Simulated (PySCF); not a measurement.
## Structure from NMR data

An unknown has the formula C$_{6}$H$_{2}$F$_{4}$. Its calculated NMR data are:

¹H NMR (400 MHz, computed): δ 7.01 (m, 2H).

¹³C{¹H} NMR (computed): δ 157.3 (2C), 151.0 (2C), 115.8 (2C).

Calculated, not measured (PySCF 2.14): shieldings: GIAO B97-2/pcSseg-2, PBE0-D3(BJ)/def2-TZVP geometry. Single conformer, gas phase, no relativistic terms, rapidly exchanging positions averaged.

References, each an isolated molecule treated in the same way: ¹H (σref 31.64), ¹³C (σref 185.38) vs TMS.

What is the structure?

Answers


Rings plus π bonds: 4 (1 ring in the answer). 3 carbon signals for 6 carbons: some carbons are equivalent by symmetry or fast rotation. Carbon types of the structure: 4 × C, 2 × CH, which accounts for all hydrogens. δC 157.3, 151.0: aromatic carbon bearing fluorine; σ withdrawal by the attached heteroatom moves it downfield of the ring CH carbons. δC 115.8: aromatic CH. δH 7.01: hydrogen on an aromatic CH; the ring current deshields protons in the ring plane.

The compound is `c1(F)ccc(F)c(F)c1F`.

The shifts were computed for this structure.

Splittings by ¹⁹F in the carbon and heteronuclear signals aren't shown, as no couplings were computed. Shifts are as computed. Against solution values, carbons near 30 ppm lie about +3 ppm off and those near 130 ppm about +7 ppm. Of 1309 compounds with measured shifts, 239 miss one by over three times the rms of a fit or turn the order of signals round; such compounds aren't used in these exercises.
